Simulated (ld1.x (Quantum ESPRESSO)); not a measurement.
The numbers below are computed, except where a source is named.
Potentials for aluminium compared

Generated with ld1.x 7.5 (TM, RRKJ, ultrasoft, PAW), atompaw 4.2 or ONCVPSP 4.0.1. The cutoff is in Ry: for ld1.x and atompaw files where the sum of valence levels is converged to 10 mRy in a Bessel basis, for ONCV files where the hardest occupied wave has 1 mHa per electron of residual kinetic energy. The error is the largest all-electron minus pseudo excitation energy over each file’s own four to seven test configurations (ionisations up to +4, promotions, holes and added fractions of an electron), all of which were solved. The labels leave out finer settings (local radius, basis sizes, second energies), which also bear on the numbers. Spin-polarised tests are not counted. The rows are a selection from randomly drawn settings: files with unsolved tests, undetermined cutoffs or missed reference levels are left out.

| potential | cutoff (Ry) | largest error (meV) | bound ghosts |
| --- | --- | --- | --- |
| TM, revPBE, non-relativistic, rc 2.35/2.50 (sp), local s, core correction no, reference 3s1.75 3p1.25 | 8 | -24 | none |
| TM, PBEsol, non-relativistic, rc 1.80/2.00/2.10 (spd), local smoothed, core correction no, reference 3s2 3p1 | 10 | +19 | none |
| TM, PBE, scalar-relativistic, rc 1.75/2.05 (sp), local smoothed, core correction yes, reference 3s1.5 3p1.5 | 10 | +50 | none |
| PAW, Wu–Cohen, scalar-relativistic, rc 1.95/2.95/3.35 (spd), local smoothed, core correction yes, reference 3s2 3p1 | 8 | -23 | none |
| TM, revPBE, scalar-relativistic, rc 1.65/2.20/2.40 (spd), local s, core correction yes, reference 3s2 3p1 | 10 | +13 | none |
| TM semilocal, PBE, non-relativistic, rc 1.45/2.55 (sp), local p, core correction yes, reference 3s2 3p1 | 35 | +19 | none |

**Question.** Fill in the row for Al: TM, PBEsol, scalar-relativistic, rc 1.75/2.30 (sp), local smoothed, core correction no, reference 3s2 3p0.

**Answer.** cutoff 10 Ry, largest error +24 meV, bound ghosts: none.

**Question.** Fill in the row for Al: RRKJ, LDA (PZ), scalar-relativistic, rc 1.70/2.60/2.25 (spd), local smoothed, core correction yes, reference 3s2 3p1.

**Answer.** cutoff 10 Ry, largest error +47 meV, bound ghosts: none.

**Question.** Fill in the row for Al: TM, LDA (PZ), non-relativistic, rc 1.70/2.50 (sp), local s, core correction no, reference 3s2 3p1.

**Answer.** cutoff 10 Ry, largest error +89 meV, bound ghosts: none.
